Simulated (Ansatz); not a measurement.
Species: SbClF, charge 0, doublet. SbClF (SMILES [F][Sb][Cl], doublet).
B3LYP-D3(BJ)/def2-TZVP minimum from Ansatz (a program for electronic structure):
```xyz
3

Sb    -0.3579     0.0364     0.4037
F     -0.5092     1.6456    -0.6464
Cl     1.3433    -0.9803    -0.8689
```
Charge 0, spin multiplicity 2.

Total energies in def2-SVP, 19 correlated electrons, 15 frozen orbitals. Open shells are spin-unrestricted; no spin-orbit coupling. Correlated methods leave the cores frozen (noble-gas shells, and filled d and f shells in the p block). Past Kr the def2 sets carry scalar-relativistic core potentials. Spin-orbit terms, left out, reach several kcal/mol for Br and I, and more for heavier atoms.

```csv
method,program,energy (Eh),minus CCSDT(Q) (mEh)
HF,Ansatz,-798.01542,422.87
MP2,Ansatz,-798.40600,32.29
CCSD,Ansatz,-798.42750,10.79
CCSD(T),Ansatz,-798.43633,1.96
CCSDT(Q),Ansatz,-798.43829,0.00
```

Rough core times of Ansatz's runs on a shared machine: CCSD(T) under 20 s, CCSDT(Q) 2 min.
